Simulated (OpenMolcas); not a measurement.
Computed transition rates of B+

* Program: OpenMolcas 26.06
* Method: MS-CASPT2, IPEA 0.25 Eh, imaginary shift 0.1 Eh (closed shells correlated: 1s)
* Basis: ANO-RCC-VQZP [5s4p3d2f1g]
* Scalar Hamiltonian: DKH2, point nucleus
* Active space: 2 electrons in 4 orbitals (2s 2p)
* State averaging: 2S+1 = 3 even, 3 roots; 2S+1 = 1 even, 7 roots; 2S+1 = 3 odd, 3 roots; 2S+1 = 1 odd, 3 roots
* Spin-orbit coupling: RASSI with atomic mean-field integrals over the reference wave functions, term energies averaged over their components

Rates come from the transition moments of the reference wave functions (E1 and E2 in the length form). At fixed line strength A goes as λ^-3 for E1 and M1 and as λ^-5 for E2, so a rate at the computed wavelength can be rescaled to the measured one. Measured vacuum wavelengths follow from level energies in NIST Handbook of Basic Atomic Spectroscopic Data. Branching counts decays inside the model space alone, at computed energies, and the table is only a selection of the E1 lines, drawn from those between levels with measured partners whose computed energy lies within a factor of 1.5 of the measured one.

```
     Upper       Lower  Type  λ computed (nm)  λ measured (nm)  A computed (s-1)  A rescaled (s-1)  Branching %
   2p² ¹D₂  2s 2p ¹P°₁    E1            339.6            345.2          1.14e+08          1.09e+08        100.0
2s 2p ³P°₁     2s² ¹S₀    E1            267.5            267.8          8.12e+00                          100.0
   2p² ¹S₀  2s 2p ¹P°₁    E1            181.6            184.3          1.53e+09          1.46e+09        100.0
   2p² ³P₁  2s 2p ³P°₂    E1            161.6            162.4          4.15e+08          4.09e+08         41.6
   2p² ³P₀  2s 2p ³P°₁    E1            161.6            162.4          9.95e+08          9.80e+08        100.0
   2p² ³P₂  2s 2p ³P°₂    E1            161.6            162.4          7.47e+08          7.36e+08         75.0
   2p² ³P₁  2s 2p ³P°₁    E1            161.6            162.4          2.49e+08          2.45e+08         25.0
   2p² ³P₁  2s 2p ³P°₀    E1            161.6            162.4          3.32e+08          3.27e+08         33.4
   2p² ³P₂  2s 2p ³P°₁    E1            161.5            162.4          2.49e+08          2.45e+08         25.0
2s 2p ¹P°₁     2s² ¹S₀    E1            133.3            136.2          1.25e+09          1.17e+09        100.0
```

Spin-changing lines and M1 lines between different terms are not rescaled, since their strength hangs on the term gaps too.

The largest correction is for 2s 2p ¹P°₁ → 2s² ¹S₀ (E1): 1.25e+09 × (133.3 / 136.2)^3 = 1.17e+09 s-1, a factor of 0.94.

The computed rate and branching of 2s 2p ¹P°₁ → 2s² ¹S₀ give the upper level a radiative lifetime of 1.000 / 1.25e+09 s-1 = 8.00e-10 s, counting decays inside the model space alone. The rescaled rate gives about 8.5e-10 s.

No measured rate stands beside these. Rescaling mends the energy factor alone: line strengths can still be far off where a level mixes with configurations outside the active space, and weak or spin-changing lines hang on small mixing coefficients that depend on the term gaps too, so rescaling need not improve them.

Computed and measured levels are paired by configuration, term and J; levels that our copy of the source lacks, or whose pairing is in doubt (as where it misses far off the trend of its configuration), stay unpaired. Only configurations of the active space appear.

° marks odd parity.
